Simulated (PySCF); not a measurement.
CH$_{3}$Cl$_{3}$Sn (SMILES [CH3][Sn]([Cl])([Cl])[Cl]), singlet, at a GFN2-xTB geometry (such geometries of metal compounds can be far from the true shape) (all electrons, no relativity).

The PySCF input:
```python
from pyscf import gto, scf, dft

mol = gto.Mole()
mol.atom = '''
    C    -2.41212915   -0.34622344    0.10505406
    Sn   -0.21833744   -0.03133893    0.00950912
    Cl    0.79533054   -1.34150917   -1.62327159
    Cl    0.34073294    2.17314023   -0.47809076
    Cl    0.83990515   -0.54801165    2.01530413
    H    -2.58135026   -1.34002271    0.49965153
    H    -2.82167332    0.41302867    0.75911044
    H    -2.79879609   -0.25024899   -0.90155287
'''
mol.basis = 'sto-3g'
mol.verbose = 4
mol.build()

mf = dft.RKS(mol)
mf.xc = 'pbe'
mf.kernel()
```

### Question
What is the computed HOMO-LUMO gap (PBE/STO-3G run with PySCF)?

### Answer
5.88 eV

### Question
Give the dipole moment at the level PBE/STO-3G.

### Answer
3.48 D

### Question
Estimate the nuclear repulsion energy that PBE/STO-3G returns for this input.

### Answer
875.9731 Eh

### Question
Estimate the HOMO energy that PBE/STO-3G returns for this input.

### Answer
-5.58 eV
